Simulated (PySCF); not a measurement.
## How methods differ on the ionisation energy of Ca(9+)

Ca(9+) [Ne] 3s1 (2S) → Ca(10+) [Ne] (1S), as a difference of total energies. Calculation: PySCF 2.14, in an even-tempered Gaussian basis (17 s from 0.4 bohr⁻², ratio 2.5; 11 p from 0.52 bohr⁻², ratio 2.5; 5 d from 2.4 bohr⁻², ratio 2.7; 4 f from 3.5 bohr⁻², ratio 2.7); the non-relativistic Hamiltonian (point nucleus). Correlated levels: outer shells: 1s2 frozen; virtual orbitals above 40 to 60 times the deepest correlated orbital energy dropped. The calculations carry no spin-orbit coupling.

```tsv
method	ionisation energy (eV)
UHF	209.81
LDA	211.20
PBE	211.51
PBE0	211.17
r2SCAN	210.13
MP2 (outer shells)	210.33
SCS-MP2 (outer shells)	210.24
```

**Question.** Estimate what revPBE gives.

**Answer.** 211.27 eV, closest to LDA among the rows shown.

**Question.** Estimate what BLYP gives.

**Answer.** 212.00 eV, closest to PBE among the rows shown.

These non-relativistic numbers lack the scalar-relativistic shift.

For comparison: 211.28 eV (semi-empirical (NIST evaluation); NIST Atomic Spectra Database, ionization energies).
